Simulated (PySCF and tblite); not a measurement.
C7H9NO2, numbered as in [CH2:1]=[C:2]([C:3]#[C:4][C:5]([NH2:6])=[O:7])[CH2:8][O:9][CH3:10]. Conformers came from 150 starts (ETKDG, MMFF94s, GFN2-xTB); geometries are GFN2-xTB. Energies: PBE0-D3(BJ)/6-31G*, with GFN2-xTB thermal terms (modes under about 100 cm⁻¹ blended into free rotors). Symmetry numbers and mirror images are counted. Conformers within 3 kcal/mol (GFN2-xTB free energy) were kept, 10 at most. GIAO shieldings: PBE0/6-31G*. Shifts are against TMS (¹H), TMS (¹³C), NH3 (¹⁵N) at the same level. Run with PySCF (density fitting) and tblite.

Torsions listed: O7–C5–N6–H6, C1–C2–C8–O9, C2–C8–O9–C10. Of a mirror pair one member is shown.

| conformer | shape | point group | mirror pair | ΔE(DFT) | Δ(G−E) at 250 K | δ C10 (ppm) |
| --- | --- | --- | --- | --- | --- | --- |
| 1 | 0°, 0°, 180° | Cs | no | 0.00 | 0.00 | 57.5 |
| 2 | 1°, -24°, -76° | C1 | yes | 0.19 | 0.24 | 54.8 |
| 3 | 180°, -135°, 67° | C1 | yes | 0.20 | 0.34 | 55.1 |
| 4 | -178°, 128°, 178° | C1 | yes | 1.79 | 0.05 | 57.7 |
| 5 | 180°, -88°, -71° | C1 | yes | 2.00 | 0.18 | 56.3 |

Energies in kcal/mol; the thermal term leaves out symmetry numbers and mirror images.

**Question.** Work out the weights at 250 K and the ¹³C shift of C10 under fast exchange.

**Answer.** RT = 0.497 kcal/mol. Each conformer gets RT ln(σ/g), with σ the rotational symmetry number and g = 2 for a mirror pair: 1: σ = 1, g = 1, G = 0.00 + 0.00 + 0.00 = 0.00, 0.00 above the lowest, exp(−ΔG/RT) = 1.000; 2: σ = 1, g = 2, G = 0.19 + 0.24 − 0.34 = 0.08, 0.08 above the lowest, exp(−ΔG/RT) = 0.848; 3: σ = 1, g = 2, G = 0.20 + 0.34 − 0.34 = 0.20, 0.20 above the lowest, exp(−ΔG/RT) = 0.675; 4: σ = 1, g = 2, G = 1.79 + 0.05 − 0.34 = 1.49, 1.49 above the lowest, exp(−ΔG/RT) = 0.050; 5: σ = 1, g = 2, G = 2.00 + 0.18 − 0.34 = 1.84, 1.84 above the lowest, exp(−ΔG/RT) = 0.024. The sum is 2.597, so the weights are 38.5, 32.7, 26.0, 1.9, 0.9 %. The averaged shift is 56.0 ppm. At 298.15 K it is 55.9 ppm. At 298.15 K the leading conformer alone gives 57.5 ppm and bare DFT energies give 56.0 ppm.

The minima are those of GFN2-xTB; planar forms about aryl–S or allylic bonds may be saddles in DFT. Rotation about the C–N or B–N bond may be slow on the NMR time scale, and the averages treat it as fast.


¹⁵N shifts are against a computed isolated NH3 molecule, about 20 ppm from the liquid.

Conformer gaps in 6-31G* on xTB geometries can be 2 kcal/mol off for S=O, P=O and other polar bonds.